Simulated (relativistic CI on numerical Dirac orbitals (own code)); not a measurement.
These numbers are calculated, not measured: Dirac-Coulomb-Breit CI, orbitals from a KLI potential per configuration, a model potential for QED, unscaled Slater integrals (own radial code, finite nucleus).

Configuration list (outside the closed core [Ar]): 3d¹⁰4s², 3d¹⁰4s4p, 3d¹⁰4p², 3d¹⁰4s4d, 3d¹⁰4s4f, 3d¹⁰4d², 3d¹⁰4p4d, 3d¹⁰4f², 3d¹⁰4p4f, 3d¹⁰4d4f, 3d¹⁰4s5s, 3d¹⁰4s5p, 3d¹⁰4s5d, 3d¹⁰4s5f, 3d¹⁰4s5g, 3d¹⁰4s6s, 3d¹⁰4s6p, 3d¹⁰4s6d, 3d¹⁰4s6f, 3d¹⁰4s7s, 3d⁹4s²4p, 3d⁹4s²4d, 3d⁹4s²4f, 3d⁹4s²5s, 3d⁹4s²5p, 3d⁹4s²5d. Double excitations out of closed p, d and f shells are left out; levels of such configurations are missing from the list, as are those of other unlisted configurations, and high levels can miss mixing partners. These lack a partner that the ground configuration has and come out too high: 3d⁹4s²4p, 3d⁹4s²4d, 3d⁹4s²4f, 3d⁹4s²5s, 3d⁹4s²5p.

At this charge energies of transitions that change n are usually good to better than 1 %, and those within a shell (Δn = 0) to a few per cent.

Outline of the computed level scheme of Os XLVII. Lowest level of each configuration: 3d¹⁰4s² ¹S0 at 0.000 eV; 3d¹⁰4s4p ³P°0 at 90.485 eV; 3d¹⁰4p² ³P0 at 207.867 eV; 3d¹⁰4s4d ³D1 at 371.852 eV; 3d¹⁰4p4d ³F°2 at 467.179 eV; 3d¹⁰4s4f ³F°3 at 567.730 eV; 3d¹⁰4p4f ³G3 at 670.910 eV; 3d¹⁰4d² ³F2 at 751.262 eV.

Some strong electric-dipole decays among the lowest 45 levels: 3d¹⁰4d² ³P0 → 3d¹⁰4p4d ³D°1 (2.0e+12 s⁻¹); 3d¹⁰4p4d ³D°1 → 3d¹⁰4p² ³P0 (1.4e+12 s⁻¹); 3d¹⁰4s4d ³D2 → 3d¹⁰4s4p ³P°1 (1.2e+12 s⁻¹); 3d¹⁰4d² ³F2 → 3d¹⁰4p4d ³D°1 (1.1e+12 s⁻¹); 3d¹⁰4p² ¹S0 → 3d¹⁰4s4p ¹P°1 (1.1e+12 s⁻¹); 3d¹⁰4d² ³P1 → 3d¹⁰4p4d ³P°2 (1.0e+12 s⁻¹); 3d¹⁰4d² ³F2 → 3d¹⁰4p4d ³F°2 (9.8e+11 s⁻¹); 3d¹⁰4p4d ¹F°3 → 3d¹⁰4p² ³P2 (9.3e+11 s⁻¹).

LS names give the leading component of a level, which can be under half, so a name can repeat, a term be missing and a line seem to break the LS rules.
